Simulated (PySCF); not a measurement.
System (SMILES): [SiH][SiH3] (SiH-SiH3) (closed-shell singlet).
Geometry (B3LYP-D3(BJ)/def2-TZVP, fixed):
```
Si
H 1 1.4846
H 1 1.4893 2 107.80
H 1 1.4893 2 107.80 3 -116.32
Si 1 2.3971 2 114.30 3 121.84
H 5 1.5236 1 88.28 2 -180.00
```
Charge 0, spin multiplicity 1.

Basis-set convergence of the lowest singlet excitation energy at CAM-B3LYP with PySCF. Tamm-Dancoff approximation; the state is taken by its order, and sets in which it differs in degeneracy or brightness are left out, yet its character can still change. All functions are spherical. Density fitting with generated auxiliary sets. In sets without p functions on hydrogen, species with hydrogen take exact integrals. No added dispersion term, no relativity. Reference: the value in aug-pcseg-2, 1.922 eV, itself unsure by roughly 0.006 eV (its distance from aug-cc-pV(T+d)Z). Deviations are taken from unrounded values. Cost is core time over that of 6-31G**, rough, on shared machines of one kind; a dash marks a row that isn't timed (too short, read off another run, short of memory, by another algorithm or on other hardware).

```json
[
 {"basis": "6-31G", "functions": "34", "lowest singlet excitation energy (eV)": "1.918", "minus reference (eV)": "-0.005", "cost": "-"},
 {"basis": "6-31+G*", "functions": "52", "lowest singlet excitation energy (eV)": "1.962", "minus reference (eV)": "0.039", "cost": "-"},
 {"basis": "6-31G**", "functions": "56", "lowest singlet excitation energy (eV)": "1.953", "minus reference (eV)": "0.031", "cost": "1×"},
 {"basis": "6-311G**", "functions": "76", "lowest singlet excitation energy (eV)": "1.942", "minus reference (eV)": "0.020", "cost": "2×"},
 {"basis": "aug-pcseg-1", "functions": "90", "lowest singlet excitation energy (eV)": "1.937", "minus reference (eV)": "0.015", "cost": "3×"},
 {"basis": "aug-cc-pV(D+d)Z", "functions": "100", "lowest singlet excitation energy (eV)": "1.932", "minus reference (eV)": "0.010", "cost": "4×"},
 {"basis": "6-311++G(2d,2p)", "functions": "110", "lowest singlet excitation energy (eV)": "1.944", "minus reference (eV)": "0.022", "cost": "4×"},
 {"basis": "def2-TZVPP", "functions": "140", "lowest singlet excitation energy (eV)": "1.926", "minus reference (eV)": "0.004", "cost": "8×"},
 {"basis": "jun-cc-pV(T+d)Z", "functions": "152", "lowest singlet excitation energy (eV)": "1.928", "minus reference (eV)": "0.006", "cost": "9×"}
]
```
